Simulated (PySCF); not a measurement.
Molecule: SMILES COc1cnn[nH]1, C$_{3}$H$_{5}$N$_{3}$O.

Bonds (- single, = double, # triple, : aromatic): C1-O2, O2-C3, C3:C4, C4:N5, N5:N6, N6:N7, N7:C3. C1 carries H8, H9, H10; C4 carries H11; N7 carries H12.

Frames of a GFN2-xTB Langevin trajectory at 600 K; GIAO PBE0/pcSseg-1 shieldings in PySCF, gas phase, non-relativistic; equivalent atoms averaged within each frame.

Referencing at the same level of theory: ¹³C (σref 186.93), ¹H (σref 31.72) vs TMS; ¹⁷O (σref 336.08) against H2O; NH3 for ¹⁵N (σref 267.73). The references are static minima.

Question: How do the shifts (ppm) fluctuate along the trajectory?

Answer: 
| time (fs) | C3 | C4 | C1 | O2 | N5 | N6 | N7 | H12 | H11 | H8/H9/H10 |
| --- | --- | --- | --- | --- | --- | --- | --- | --- | --- | --- |
| optimised geometry | 163.3 | 112.4 | 59.3 | 77.5 | 390.6 | 379.2 | 235.5 | 10.40 | 6.97 | 4.06 |
| 250 | 163.6 | 119.9 | 55.3 | 63.3 | 382.6 | 380.4 | 224.5 | 10.97 | 7.36 | 4.56 |
| 425 | 159.7 | 119.7 | 63.5 | 82.3 | 437.3 | 446.4 | 257.5 | 11.34 | 8.29 | 3.98 |
| 625 | 174.2 | 116.4 | 60.6 | 89.4 | 425.3 | 399.4 | 255.3 | 10.43 | 8.29 | 5.37 |
| 800 | 171.1 | 107.1 | 57.4 | 64.1 | 399.5 | 387.2 | 261.0 | 10.77 | 7.60 | 2.98 |
| 1000 | 168.6 | 116.1 | 80.0 | 87.4 | 396.6 | 403.7 | 263.8 | 11.18 | 7.85 | 5.07 |
| mean of frames | 167.5 | 115.8 | 63.4 | 77.3 | 408.3 | 403.4 | 252.4 | 10.94 | 7.88 | 4.39 |
| standard deviation | 5.8 | 5.2 | 9.8 | 12.7 | 22.4 | 25.8 | 15.9 | 0.36 | 0.41 | 0.95 |

5 frames give an uncertainty of the mean of about the standard deviation over 2.2 at best, since frames this close in time may not be independent; classical motion lacks zero-point vibration, and the reference would need the same averaging.
